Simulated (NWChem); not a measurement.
System meant: C2H5BO3; SMILES OB1COCO1

The following NWChem deck was run.

```
start job
memory heap 200 mb stack 900 mb global 1100 mb
geometry units angstroms noautoz
  O      0.139161    -2.170274     0.024740
  B      0.059777    -0.813416     0.022020
  C      1.239142     0.245917    -0.058120
  O      0.542327     1.457247     0.303522
  C     -0.803300     1.276749    -0.040643
  O     -1.127153    -0.114275     0.079588
  H     -0.744173    -2.582037     0.063850
  H      1.684777     0.318654    -1.083058
  H      2.076050     0.092827     0.652527
  H     -1.436189     1.874696     0.649656
  H     -1.014540     1.583342    -1.098860
end
basis spherical
  O library def2-svp
  B library def2-svp
  C library def2-svp
  H library def2-svp
end
dft
  odft
  mult 2
  xc pbe0
  iterations 150
  mulliken
end
task dft energy
```

End of the output:

```
 ==============================================================================
                                 internuclear angles
 ------------------------------------------------------------------------------
        center 1       |       center 2       |       center 3       |  degrees
 ------------------------------------------------------------------------------
    2 B                |   1 O                |   7 H                |   111.63
    1 O                |   2 B                |   3 C                |   128.53
    1 O                |   2 B                |   6 O                |   123.81
    3 C                |   2 B                |   6 O                |   107.66
    2 B                |   3 C                |   4 O                |   100.88
    2 B                |   3 C                |   8 H                |   112.65
    2 B                |   3 C                |   9 H                |   115.87
    4 O                |   3 C                |   8 H                |   111.52
    4 O                |   3 C                |   9 H                |   108.65
    8 H                |   3 C                |   9 H                |   107.17
    3 C                |   4 O                |   5 C                |   107.10
    4 O                |   5 C                |   6 O                |   108.76
    4 O                |   5 C                |  10 H                |   108.98
    4 O                |   5 C                |  11 H                |   112.18
    6 O                |   5 C                |  10 H                |   109.97
    6 O                |   5 C                |  11 H                |   107.57
   10 H                |   5 C                |  11 H                |   109.37
    2 B                |   6 O                |   5 C                |   107.10
 ------------------------------------------------------------------------------
                            number of included internuclear angles:         18
 ==============================================================================

 Summary of "ao basis" -> "" (spherical)
 ------------------------------------------------------------------------------
       Tag                 Description            Shells   Functions and Types
 ---------------- ------------------------------  ------  ---------------------
 O                          def2-svp                 6       14   3s2p1d
 B                          def2-svp                 6       14   3s2p1d
 C                          def2-svp                 6       14   3s2p1d
 H                          def2-svp                 3        5   2s1p

                                 NWChem DFT Module
                                 -----------------

 Summary of "ao basis" -> "ao basis" (spherical)
 ------------------------------------------------------------------------------
       Tag                 Description            Shells   Functions and Types
 ---------------- ------------------------------  ------  ---------------------
 O                          def2-svp                 6       14   3s2p1d
 B                          def2-svp                 6       14   3s2p1d
 C                          def2-svp                 6       14   3s2p1d
 H                          def2-svp                 3        5   2s1p

  number of electrons :                   46
  multiplicity        :                    2
 ------------------------------------------------------------------------
  no. of electrons and multiplicity not compatible                  46
 ------------------------------------------------------------------------
 ------------------------------------------------------------------------
  current input line :
    29: task dft energy
 ------------------------------------------------------------------------
 ------------------------------------------------------------------------
 There is an error in the input file
 ------------------------------------------------------------------------
 For more information see the NWChem manual at https://nwchemgit.github.io

0: no. of electrons and multiplicity not compatible:Received an Error in Communication
```

**Question.** Find the fault in this run and fix the input.

**Answer.** The input was rejected before any calculation. Cause: the multiplicity doesn't fit the number of electrons (an even count wants an odd multiplicity, and the reverse). This input runs:
```
start job
memory heap 200 mb stack 900 mb global 1100 mb
geometry units angstroms noautoz
  O      0.139161    -2.170274     0.024740
  B      0.059777    -0.813416     0.022020
  C      1.239142     0.245917    -0.058120
  O      0.542327     1.457247     0.303522
  C     -0.803300     1.276749    -0.040643
  O     -1.127153    -0.114275     0.079588
  H     -0.744173    -2.582037     0.063850
  H      1.684777     0.318654    -1.083058
  H      2.076050     0.092827     0.652527
  H     -1.436189     1.874696     0.649656
  H     -1.014540     1.583342    -1.098860
end
basis spherical
  * library def2-svp
end
dft
  xc pbe0
  iterations 150
  mulliken
end
task dft energy
```
It converges to -329.22200 Ha (PBE0/def2-SVP).
